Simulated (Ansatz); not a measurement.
Input for Ansatz (a quantum-chemistry and plane-wave program): R-CCSD(T)/def2-TZVPPD on CH7N3W (SMILES [CH3][W](=[NH])(=[NH])[NH2]), atoms moved off the minimum. Elements past Kr take the def2 small-core potentials; no spin–orbit coupling. Files ending in .json are basis or fitting sets from the Basis Set Exchange.

Ansatz 0.2 input:
```yaml
crystal:
  periodic: [false, false, false]
  atoms:
    - {symbol: W, position_ang: [0.18629853, -0.00689385, 0.06410364]}
    - {symbol: N, position_ang: [0.91777659, -1.40095773, 0.06693777]}
    - {symbol: H, position_ang: [1.67341416, -2.09879182, -0.12711709]}
    - {symbol: N, position_ang: [0.34888370, 1.15772245, -1.35352435]}
    - {symbol: H, position_ang: [1.09229161, 1.49696787, -1.98688325]}
    - {symbol: N, position_ang: [-1.93449717, -0.43881579, -0.11764788]}
    - {symbol: H, position_ang: [-2.66353617, 0.16219123, -0.77015261]}
    - {symbol: H, position_ang: [-2.17282508, -1.33521889, 0.18271581]}
    - {symbol: C, position_ang: [0.43042970, 0.95568336, 1.70220155]}
    - {symbol: H, position_ang: [1.51303608, 1.34831534, 1.98169143]}
    - {symbol: H, position_ang: [0.09433508, 0.41218781, 2.70011242]}
    - {symbol: H, position_ang: [-0.22700675, 1.95548549, 1.84853823]}
basis:
  gaussian:
    orbitals: def2-TZVPPD.json
magnetization: {spin_polarized: false}
correlation: {method: ccsd_t, electrons: outside_noble_gas}
scf: {lower_state_search: off}
output: {forces: true}
```

It printed:

```
WARN ansatz: RAYON_NUM_THREADS=8 ignored (pool sized by the plan → 8); use --threads N
Functional definition: HF
these checks for a lower state are left out or cut short: starts, cluster_reference, orbital_swaps, neighbouring_geometries, increment
integrals: 3.46 GiB planned
1954 factors; integrals over basis functions are off by at most 1.4e-3 eV
1.99 GiB of device memory are held for the factors and their scratch space
mean field: 1.50 GiB planned
mean field evaluation 1: about -7383.6612 eV, gradient 6.7e1 eV
mean field evaluation 2: about -7383.8423 eV, gradient 6.7e1 eV
mean field evaluation 4: about -7392.1824 eV, gradient 1.3e1 eV
mean field evaluation 8: about -7392.5960 eV, gradient 1.1e0 eV
mean field evaluation 16: about -7392.6003 eV, gradient 6.0e-6 eV
mean field -7392.60029891 eV, -271.6730501005 hartree, gradient 6.0e-6 eV, S^2 0.000000; 0 other end points of the search recorded, 0 dependent functions left out
8 core orbitals not correlated
reference -7392.60029891 eV, -271.6730501005 hartree; 16, 16 occupied and 302, 302 virtual orbitals, 1954 factors
densities: 25.45 GiB planned
second order -30.15734172 eV of doubles, -0.00000000 eV of singles
coupled cluster: 19.20 GiB planned
cycle   1  -28.21474421 eV  change     1.9e0 eV  update   2.3e-1
cycle   2  -29.40393843 eV  change    -1.2e0 eV  update   1.2e-1
cycle   3  -29.72020953 eV  change   -3.2e-1 eV  update   4.0e-2
cycle   4  -29.73380522 eV  change   -1.4e-2 eV  update   1.7e-2
cycle   5  -29.72277399 eV  change    1.1e-2 eV  update   7.0e-3
cycle   6  -29.72677726 eV  change   -4.0e-3 eV  update   3.4e-3
cycle   7  -29.72552990 eV  change    1.2e-3 eV  update   1.4e-3
cycle   8  -29.72506760 eV  change    4.6e-4 eV  update   6.6e-4
cycle   9  -29.72539399 eV  change   -3.3e-4 eV  update   2.8e-4
cycle  10  -29.72568065 eV  change   -2.9e-4 eV  update   1.5e-4
cycle  11  -29.72537022 eV  change    3.1e-4 eV  update   6.7e-5
cycle  12  -29.72537618 eV  change   -6.0e-6 eV  update   4.0e-5
cycle  13  -29.72543017 eV  change   -5.4e-5 eV  update   1.7e-5
cycle  14  -29.72542494 eV  change    5.2e-6 eV  update   7.5e-6
cycle  15  -29.72544360 eV  change   -1.9e-5 eV  update   3.1e-6
perturbative correction -1.76773428 eV, -0.0649630365 hartree
the calculation of the forces begins
1.99 GiB of device memory are held for the factors and their scratch space
Total energy: -7424.09347679 eV, -272.8304030407 hartree
Atom 0 at     0.186299    -0.006894     0.064104 Å, force   -14.400081    10.774676    -6.883548 eV/Å
Atom 1 at     0.917777    -1.400958     0.066938 Å, force     9.634366   -13.635450     0.052525 eV/Å
Atom 2 at     1.673414    -2.098792    -0.127117 Å, force    -1.236329     0.635540     0.225371 eV/Å
Atom 3 at     0.348884     1.157722    -1.353524 Å, force     2.260356    -0.149243     0.855394 eV/Å
Atom 4 at     1.092292     1.496968    -1.986883 Å, force    -0.877078    -0.383137     0.010779 eV/Å
Atom 5 at    -1.934497    -0.438816    -0.117648 Å, force     1.619175     4.246681    -1.745270 eV/Å
Atom 6 at    -2.663536     0.162191    -0.770153 Å, force     2.654415    -2.558359     2.381260 eV/Å
Atom 7 at    -2.172825    -1.335219     0.182716 Å, force    -1.174789    -1.511703     0.083285 eV/Å
Atom 8 at     0.430430     0.955683     1.702202 Å, force     1.302640     4.892334     8.402521 eV/Å
Atom 9 at     1.513036     1.348315     1.981691 Å, force    -1.861449    -0.774820    -0.543234 eV/Å
Atom 10 at     0.094335     0.412188     2.700112 Å, force     0.765969     0.483084    -1.894775 eV/Å
Atom 11 at    -0.227007     1.955485     1.848538 Å, force     1.312806    -2.019602    -0.944310 eV/Å
Dipole moment:     0.269673    -0.275200     0.145937 e Å
Checks for a lower state left out: starts, cluster_reference, orbital_swaps, neighbouring_geometries, increment
```

The calculation finished and met its thresholds.
